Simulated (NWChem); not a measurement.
System: SiH4O2; SMILES O[SiH2]O

Excerpt of the output:

```
             Northwest Computational Chemistry Package (NWChem) 7.3.0
             --------------------------------------------------------

                             Geometry "geometry" -> ""
                             -------------------------

 Output coordinates in angstroms (scale by  1.889725989 to convert to a.u.)

  No.       Tag          Charge          X              Y              Z
 ---- ---------------- ---------- -------------- -------------- --------------
    1 Si                  14.0000     0.00000000     0.00000000    -0.42551000
    2 O                    8.0000    -1.38529600     0.05113400     0.48931500
    3 O                    8.0000     1.38529600    -0.05113400     0.48931500
    4 H                    1.0000    -0.06513400     1.23672500    -1.24997500
    5 H                    1.0000     0.06513400    -1.23672500    -1.24997500
    6 H                    1.0000    -1.58657600    -0.73279900     1.00902800
    7 H                    1.0000     1.58657600     0.73279900     1.00902800

 Effective nuclear repulsion energy (a.u.)     119.3462982746

  xc_inp: hfexch multiplicative factor not found.
                              NWChem Property Module
                              ----------------------

  itol2e modified to match energy
  convergence criterion.

                                 NWChem DFT Module
                                 -----------------

 Summary of "ao basis" -> "ao basis" (spherical)
 ------------------------------------------------------------------------------
       Tag                 Description            Shells   Functions and Types
 ---------------- ------------------------------  ------  ---------------------
 Si                          sto-3g                  5        9   3s2p
 O                           sto-3g                  3        5   2s1p
 H                           sto-3g                  1        1   1s

  itol2e modified to match energy
  convergence criterion.

            General Information
            -------------------
          SCF calculation type: DFT
          Wavefunction type:  closed shell.
          No. of atoms     :     7
          No. of electrons :    34
           Alpha electrons :    17
            Beta electrons :    17
          Charge           :     0
          Spin multiplicity:     1
          Use of symmetry is: off; symmetry adaption is: off
          Maximum number of iterations: 150
          AO basis - number of functions:    23
                     number of shells:    15
          Convergence on energy requested:  1.00D-07
          Convergence on density requested:  1.00D-05
          Convergence on gradient requested:  5.00D-04

              XC Information
              --------------
                     Hartree-Fock (Exact) Exchange  1.000

      Superposition of Atomic Density Guess
      -------------------------------------

 Sum of atomic energies:        -434.87287058

      Non-variational initial energy
      ------------------------------

 Total energy =    -434.827901
 1-e energy   =    -845.916134
 2-e energy   =     291.741935
 HOMO         =      -0.228969
 LUMO         =       0.393300

   convergence    iter        energy       DeltaE   RMS-Dens  Diis-err
 ---------------- ----- ----------------- --------- --------- ---------
 d= 0,ls=0.0,diis     1   -435.5399141639 -5.55D+02  3.48D-02  4.58D-01
 d= 0,ls=0.0,diis     2   -435.6232634907 -8.33D-02  6.61D-03  1.94D-02
 d= 0,ls=0.0,diis     3   -435.6267641899 -3.50D-03  2.12D-03  7.15D-04
 d= 0,ls=0.0,diis     4   -435.6269851551 -2.21D-04  2.63D-04  7.93D-06
 d= 0,ls=0.0,diis     5   -435.6269883976 -3.24D-06  6.60D-05  3.62D-07
 d= 0,ls=0.0,diis     6   -435.6269885521 -1.54D-07  7.86D-06  7.06D-09
 d= 0,ls=0.0,diis     7   -435.6269885548 -2.70D-09  1.81D-06  2.80D-10

         Total DFT energy =     -435.626988554752
      One electron energy =     -844.492629226187
           Coulomb energy =      328.292820674036
    Exchange-Corr. energy =      -38.773478277228
 Nuclear repulsion energy =      119.346298274627

 Numeric. integr. density =        0.000000000000

                       DFT Final Molecular Orbital Analysis
                       ------------------------------------

 Vector   15  Occ=2.000000D+00  E=-3.620012D-01
              MO Center=  2.1D-13,  3.5D-14, -5.4D-02, r^2= 2.9D+00
   Bfn.  Coefficient  Atom+Function         Bfn.  Coefficient  Atom+Function
  ----- ------------  ---------------      ----- ------------  ---------------
    13      0.402640  2 O  py                18      0.402640  3 O  py
    20     -0.362538  4 H  s                 21      0.362538  5 H  s
    14      0.340677  2 O  pz                19     -0.340677  3 O  pz
    11      0.181118  2 O  s                 16     -0.181118  3 O  s
     8     -0.172149  1 Si py                 7      0.142120  1 Si px

 Vector   16  Occ=2.000000D+00  E=-3.505044D-01
              MO Center= -2.0D-13, -3.2D-14,  3.1D-01, r^2= 2.6D+00
   Bfn.  Coefficient  Atom+Function         Bfn.  Coefficient  Atom+Function
  ----- ------------  ---------------      ----- ------------  ---------------
    14      0.538092  2 O  pz                19      0.538092  3 O  pz
    13      0.388731  2 O  py                18     -0.388731  3 O  py
    20      0.216436  4 H  s                 21      0.216436  5 H  s
     9     -0.113940  1 Si pz                 5      0.055271  1 Si pz
    11      0.052590  2 O  s                 16      0.052590  3 O  s

 Vector   17  Occ=2.000000D+00  E=-3.443167D-01
              MO Center=  7.2D-14,  1.2D-15,  4.0D-01, r^2= 2.6D+00
   Bfn.  Coefficient  Atom+Function         Bfn.  Coefficient  Atom+Function
  ----- ------------  ---------------      ----- ------------  ---------------
    12      0.616338  2 O  px                17      0.616338  3 O  px
    14      0.239180  2 O  pz                19     -0.239180  3 O  pz
    11     -0.148262  2 O  s                 16      0.148262  3 O  s
    13     -0.141907  2 O  py                18     -0.141907  3 O  py
     7     -0.138577  1 Si px                20      0.103441  4 H  s

 Vector   18  Occ=0.000000D+00  E= 4.726164D-01
              MO Center=  4.2D-14,  4.4D-14, -1.2D-01, r^2= 2.4D+00
   Bfn.  Coefficient  Atom+Function         Bfn.  Coefficient  Atom+Function
  ----- ------------  ---------------      ----- ------------  ---------------
     6      1.103942  1 Si s                 20     -0.516765  4 H  s
    21     -0.516765  5 H  s                 11     -0.488861  2 O  s
    16     -0.488861  3 O  s                 12     -0.359261  2 O  px
    17      0.359261  3 O  px                22      0.286995  6 H  s
    23      0.286995  7 H  s                  2     -0.230821  1 Si s

 Vector   19  Occ=0.000000D+00  E= 5.184135D-01
              MO Center= -5.0D-14, -6.2D-15, -5.3D-02, r^2= 2.4D+00
   Bfn.  Coefficient  Atom+Function         Bfn.  Coefficient  Atom+Function
  ----- ------------  ---------------      ----- ------------  ---------------
     7      0.995729  1 Si px                11      0.575878  2 O  s
    16     -0.575878  3 O  s                 22     -0.417697  6 H  s
    23      0.417697  7 H  s                 13     -0.291925  2 O  py
    18     -0.291925  3 O  py                 3     -0.288860  1 Si px
    12      0.200893  2 O  px                17      0.200893  3 O  px

 Vector   20  Occ=0.000000D+00  E= 5.311292D-01
              MO Center=  1.6D-15,  3.6D-14, -6.4D-01, r^2= 1.9D+00
   Bfn.  Coefficient  Atom+Function         Bfn.  Coefficient  Atom+Function
  ----- ------------  ---------------      ----- ------------  ---------------
     9      1.088281  1 Si pz                20      0.596449  4 H  s
    21      0.596449  5 H  s                  6     -0.350413  1 Si s
     5     -0.310632  1 Si pz                12     -0.266037  2 O  px
    17      0.266037  3 O  px                11     -0.235038  2 O  s
    16     -0.235038  3 O  s                 22      0.111132  6 H  s

     Multipole analysis of the density
     ---------------------------------

     L   x y z        total         alpha         beta         nuclear
     -   - - -        -----         -----         ----         -------
     0   0 0 0     -0.000000    -17.000000    -17.000000     34.000000

     1   1 0 0     -0.000000     -0.000000     -0.000000      0.000000
     1   0 1 0      0.000000      0.000000      0.000000      0.000000
     1   0 0 1      0.074443     -1.276144     -1.276144      2.626730

     2   2 0 0    -19.626055    -73.641609    -73.641609    127.657164
     2   1 1 0      2.955073     -0.362999     -0.362999      3.681072
     2   1 0 1      0.000000      0.000000      0.000000      0.000000
     2   0 2 0    -16.206461    -15.557472    -15.557472     14.908483
     2   0 1 1      0.000000      0.000000      0.000000      0.000000
     2   0 0 2    -16.173679    -28.668382    -28.668382     41.163085

          -----------------------
          Electric field gradient
          -----------------------

 1 a.u. = 0.324123 10**(16) esu/cm**3  ( or statvolts/cm**2 ) = 0.97174 10**(22) v/m**2

 ------------------------------------------------------------
   Atom      X         Y         Z
 ------------------------------------------------------------
    1 Si   0.00000   0.00000  -0.80410
 ------------------------------------------------------------

 Electric field gradient in molecular frame (a.u.)
         XX             YY             ZZ             XY             XZ             YZ
 ------------------------------------------------------------------------------------------
       -0.217423       0.165743       0.051680       0.112428      -0.000000      -0.000000

 Principal components (a.u.) and orientation
 of principal axis w.r.t. absolute frame                      Asymmetry parameter eta
 --------------------------------------------------------------------------------------
       -0.247976       0.196295       0.051680                       0.583184

        0.965002       0.262241       0.000000
       -0.262241       0.965002       0.000000
        0.000000       0.000000       1.000000

 ------------------------------------------------------------
   Atom      X         Y         Z
 ------------------------------------------------------------
    2 O   -2.61783   0.09663   0.92467
 ------------------------------------------------------------

 Electric field gradient in molecular frame (a.u.)
         XX             YY             ZZ             XY             XZ             YZ
 ------------------------------------------------------------------------------------------
        0.101069      -0.417948       0.316879      -0.417091       1.511125       1.530397

 Principal components (a.u.) and orientation
 of principal axis w.r.t. absolute frame                      Asymmetry parameter eta
 --------------------------------------------------------------------------------------
       -2.342774       2.080117       0.262657                       0.775773

        0.490925       0.506546      -0.708805
        0.604883       0.387342       0.695761
       -0.626984       0.770310       0.116246

 ------------------------------------------------------------
   Atom      X         Y         Z
 ------------------------------------------------------------
    3 O    2.61783  -0.09663   0.92467
 ------------------------------------------------------------

 Electric field gradient in molecular frame (a.u.)
         XX             YY             ZZ             XY             XZ             YZ
 ------------------------------------------------------------------------------------------
        0.101069      -0.417948       0.316879      -0.417091      -1.511125      -1.530397

[...]

          -----------------------------------------
          Chemical Shielding Tensors (GIAO, in ppm)
          -----------------------------------------

                                NWChem CPHF Module
                                ------------------

  scftype          =     RHF
  nclosed          =       17
  nopen            =        0
  variables        =      102
  # of vectors     =        3
  tolerance        = 0.10D-03
  level shift      = 0.00D+00
  max iterations   =       50
  max subspace     =       30

 SCF residual:    4.3314680433360444E-006

Iterative solution of linear equations
  No. of variables      102
  No. of equations        3
  Maximum subspace       30
        Iterations       50
       Convergence  1.0D-04

   iter   nsub   residual    time
   ----  ------  --------  ---------
     1      3    9.20D-01       0.6
     2      6    9.32D-02       0.6
     3      9    2.03D-02       0.7
     4     12    3.18D-03       0.7
     5     15    5.85D-04       0.8
     6     18    1.13D-04       0.8
     7     21    2.52D-05       0.8

      Atom:    1  Si
        Diamagnetic
    870.1714      0.3949      0.0000
      0.3949    862.1426     -0.0000
      0.0000     -0.0000    866.0042

        Paramagnetic
   -236.5346      0.5077     -0.0000
      0.5077   -318.5310      0.0000
     -0.0000      0.0000   -276.7285

        Total Shielding Tensor
    633.6368      0.9025     -0.0000
      0.9025    543.6117      0.0000
     -0.0000      0.0000    589.2758

           isotropic =     588.8414
          anisotropy =      67.2067

          Principal Components and Axis System
                 1           2           3
              633.6458    589.2758    543.6026

      1         0.9999      0.0000     -0.0100
      2         0.0100      0.0000      0.9999
      3         0.0000      1.0000      0.0000

      Atom:    2  O
        Diamagnetic
    387.2440      2.0228    -18.8346
      2.0228    376.0131     -9.6261
    -18.8346     -9.6261    376.6724

        Paramagnetic
     -9.0805    -13.5163     75.1724
    -13.5163    137.1663    -20.8103
     75.1724    -20.8103     64.8114

        Total Shielding Tensor
    378.1635    -11.4935     56.3378
    -11.4935    513.1794    -30.4363
     56.3378    -30.4363    441.4838

           isotropic =     444.2756
          anisotropy =     130.6896

          Principal Components and Axis System
                 1           2           3
              531.4020    456.4109    345.0138

      1        -0.2257      0.4608      0.8583
      2         0.8710      0.4900     -0.0340
      3        -0.4363      0.7400     -0.5120

      Atom:    3  H
        Diamagnetic
     27.9639     -0.2485      0.4153
     -0.2485     35.8013     -6.4162
      0.4153     -6.4162     32.1395

        Paramagnetic
      0.1664      0.1249     -0.5588
      0.1249     -3.1113      1.2199
     -0.5588      1.2199     -0.6172

        Total Shielding Tensor
     28.1303     -0.1236     -0.1435
     -0.1236     32.6900     -5.1963
     -0.1435     -5.1963     31.5223

           isotropic =      30.7809
          anisotropy =       9.8315

          Principal Components and Axis System
                 1           2           3
               37.3352     28.1582     26.8492

      1         0.0004      0.9893      0.1462
      2         0.7455     -0.0977      0.6593
      3        -0.6665     -0.1087      0.7376

      Atom:    4  H
        Diamagnetic
     28.1676      5.1744     -6.4983
      5.1744     34.1524     -9.5680
     -6.4983     -9.5680     30.2741

        Paramagnetic
      4.9464     -1.4464      2.3390
     -1.4464      6.9416      0.5044
      2.3390      0.5044      4.7082

        Total Shielding Tensor
     33.1141      3.7280     -4.1594
      3.7280     41.0940     -9.0636
     -4.1594     -9.0636     34.9823

           isotropic =      36.3968
          anisotropy =      19.5554

          Principal Components and Axis System
                 1           2           3
               49.4337     31.6940     28.0626

      1         0.3181      0.8918      0.3215
      2         0.7592     -0.4428      0.4770
      3        -0.5677     -0.0924      0.8180
```

Level: Hartree-Fock/STO-3G, GIAO. STO-3G and 3-21G are far too small for this property and stand as cheap habits. All runs use the structure optimised with PBE0/def2-SVP. NWChem prints the field gradient with the sign opposite to the second derivative of the potential. The output numbers the shielded atoms by their place in the input's list. The printed shielding anisotropy is the first printed principal value minus the mean of the other two.

Write an input that gives this output.

One answer among several that fit: the input that was run:
```
start job
memory heap 200 mb stack 900 mb global 1100 mb
geometry units angstroms noautosym nocenter noautoz
  Si     0.000000     0.000000    -0.425510
  O     -1.385296     0.051134     0.489315
  O      1.385296    -0.051134     0.489315
  H     -0.065134     1.236725    -1.249975
  H      0.065134    -1.236725    -1.249975
  H     -1.586576    -0.732799     1.009028
  H      1.586576     0.732799     1.009028
end
basis spherical
  Si library sto-3g
  O library sto-3g
  H library sto-3g
end
dft
  xc hfexch
  iterations 150
end
property
  shielding 4 1 2 4 6
  efieldgrad
end
task dft property
```
